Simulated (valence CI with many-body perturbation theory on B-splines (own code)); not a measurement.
# Br XIII: E2, M1 decay

Method: configuration interaction combined with many-body perturbation theory (CI+MBPT): five valence electrons over a frozen Dirac-Fock core [Ar], radial functions for each j: 7 s, 7 p, 8 d, 6 f, 4 g, 1 h, with the one-electron correlation potential Σ1 (screened to all orders), the two-electron term Σ2, the three-electron term Σ3, Breit, model QED; selected single and double excitations, second order for the rest, scaled by the run's own slope (own B-spline code, finite nucleus).

No measured spectrum was set against this ion. As an estimate, terms of the open shell hold to 2 to 4 % of their energy, and close levels can change places. Only levels of the ground parity were solved; by the run's estimate the other parity begins above the list, which can be wrong where configurations are misplaced.

Lines 51 to 100 of 120 in falling wavelength, among levels below 31.351 eV, chosen from the decays that carry over 1 % of a level's rate. Wavelengths and rates use the calculated energies, so an error of 2000 cm⁻¹ moves a line at 356.4 nm by 7.1 % and its rate by three times that or more. Electric multipoles are in the length gauge, E1 and E2 with the static RPA response of the core. Weak lines are less certain than strong ones. Lines between different terms over intervals too small for the method are left out, as are lines whose strength nearly cancels.

Names give the largest LS component (configuration and term), which can be under half, so a name can repeat, a term be missing and a line seem to break the LS rules; names also repeat where a configuration has a term twice. Letters in brackets count levels of one name in rising energy.

```tsv
λ vac (nm)	Upper	Lower	Type	A (s⁻¹)	Branch %
356.4	3d5 4F_5/2	3d5 4D_3/2	M1	8.69e-01	1.8
350.9	3d5 4F_5/2	3d5 4D_5/2	M1	1.28e+01	26.4
341.6	3d5 2F_5/2 [b]	3d5 2D_5/2 [a]	M1	3.13e+00	4.8
335.8	3d5 4F_9/2	3d5 4D_7/2	M1	1.40e+01	32.3
333.8	3d5 2D_5/2 [a]	3d5 4P_3/2	M1	1.31e+01	5.9
330.1	3d5 2I_11/2	3d5 4G_9/2	M1	2.78e+00	22.6
326.5	3d5 2F_7/2 [b]	3d5 2D_5/2 [a]	M1	1.60e+00	3.2
323.3	3d5 2I_11/2	3d5 4G_11/2	M1	9.53e+00	77.4
320.3	3d5 2D_3/2 [a]	3d5 4P_1/2	M1	1.13e+01	13.1
314.1	3d5 2D_5/2 [a]	3d5 4P_5/2	M1	1.20e+02	54.3
313.7	3d5 2G_9/2 [a]	3d5 2I_11/2	M1	1.36e+01	24.2
312.1	3d5 4F_3/2	3d5 4D_3/2	M1	3.18e+01	37.5
307.9	3d5 4F_3/2	3d5 4D_5/2	M1	9.69e+00	11.4
305.4	3d5 2I_13/2	3d5 4G_11/2	M1	4.84e-01	87.7
299.4	3d5 4F_3/2	3d5 4D_1/2	M1	1.80e+01	21.1
298.7	3d5 2D_3/2 [a]	3d5 4P_3/2	M1	4.50e+01	52.1
289.3	3d5 4F_7/2	3d5 4D_7/2	M1	4.39e+01	28.2
282.9	3d5 2D_3/2 [a]	3d5 4P_5/2	M1	7.72e+00	8.9
275.0	3d5 2D_5/2 [a]	3d5 4G_7/2	M1	4.32e+01	19.6
267.3	3d5 2D_5/2 [a]	3d5 4G_5/2	M1	2.76e+01	12.5
265.3	3d5 2H_9/2	3d5 4D_7/2	M1	6.54e+00	6.7
262.9	3d5 2F_5/2 [a]	3d5 4D_3/2	M1	1.30e+01	6.0
261.6	3d5 2F_7/2 [a]	3d5 4P_5/2	M1	7.94e-01	1.7
259.9	3d5 2F_5/2 [a]	3d5 4D_5/2	M1	2.77e+01	12.8
258.2	3d5 2G_7/2 [a]	3d5 4D_5/2	M1	1.85e+00	9.3
244.3	3d5 2D_3/2 [a]	3d5 4G_5/2	M1	2.01e+01	23.3
236.4	3d5 2F_7/2 [a]	3d5 4G_9/2	M1	3.98e+01	83.4
235.3	3d5 2F_5/2 [a]	3d5 4D_7/2	M1	2.70e+00	1.3
234.2	3d5 4F_5/2	3d5 4P_5/2	M1	3.76e+00	7.8
234.0	3d5 2G_7/2 [a]	3d5 4D_7/2	M1	5.30e-01	2.7
228.3	3d5 2F_7/2 [a]	3d5 4G_5/2	M1	1.08e+00	2.3
227.0	3d5 4F_9/2	3d5 4G_9/2	M1	2.88e+00	6.6
224.7	3d5 4F_9/2	3d5 4G_7/2	M1	6.39e+00	14.7
223.7	3d5 4F_9/2	3d5 4G_11/2	M1	1.92e+01	44.3
223.7	3d5 4F_9/2	3d5 4G_11/2	E2	4.89e-01	1.1
214.3	3d5 4F_3/2	3d5 4P_5/2	M1	1.46e+00	1.7
211.8	3d5 4F_5/2	3d5 4G_7/2	M1	2.20e+01	45.4
208.8	3d5 2G_9/2 [a]	3d5 4D_7/2	M1	8.61e+00	15.3
207.2	3d5 4F_5/2	3d5 4G_5/2	M1	6.60e-01	1.4
207.2	3d5 2F_7/2 [b]	3d5 4D_5/2	M1	1.70e+00	3.4
204.8	3d5 4F_7/2	3d5 4G_9/2	M1	6.13e+01	39.4
202.9	3d5 4F_7/2	3d5 4G_7/2	M1	3.12e+01	20.0
198.7	3d5 4F_7/2	3d5 4G_5/2	M1	2.63e+00	1.7
196.4	3d5 2F_5/2 [b]	3d5 4D_7/2	M1	1.73e+01	26.3
192.4	3d5 2H_9/2	3d5 4G_9/2	M1	4.46e+01	45.5
191.4	3d5 4F_3/2	3d5 4G_5/2	M1	1.43e+01	16.9
190.8	3d5 2H_9/2	3d5 4G_7/2	M1	2.13e+01	21.8
190.1	3d5 2H_9/2	3d5 4G_11/2	M1	1.18e+01	12.0
189.8	3d5 2F_5/2 [a]	3d5 4P_5/2	M1	3.90e+00	1.8
189.0	3d5 2G_7/2 [a]	3d5 4P_5/2	M1	3.53e-01	1.8
```
